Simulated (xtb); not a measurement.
C2H5BO, SMILES C=CBO. All values are semi-empirical tight-binding results from xtb (GFN2-xTB unless named), good for trends rather than for accurate numbers. The structure is a stationary point at GFN2-xTB. One conformer was computed; it need not be the lowest.

The point group as xtb finds it is Cs and the orbital gap is 4.05 eV. The dipole moment is 1.99 D and the zero-point energy comes out as 42.6 kcal/mol. The G − E(el) at 298.15 K (modified RRHO) comes out as 25.5 kcal/mol, the static polarisability (D4 model) is 43.7 bohr³ and the solvation energy, GFN2-xTB/ALPB(water) is -4.5 kcal/mol. The solvation energy, GFN2-xTB/ALPB(ether) is -6.1 kcal/mol.

**Question.** Give the IR lines (harmonic; lines under 4 % of the strongest left out, lines within 3 cm⁻¹ merged). (The exact figures need the calculation; the answer reports its results.)

**Answer.** ν (cm⁻¹): 432 (w), 448 (w), 699 (vs), 863 (w), 932 (w), 948 (m), 1041 (w), 1122 (s), 1274 (s), 1332 (vs), 1418 (w), 1663 (m), 2626 (s), 2987 (m), 3071 (m), 3107 (m) (against the strongest line: vs over 80 %, s over 45 %, m over 15 %, w over 4 %, vw less)
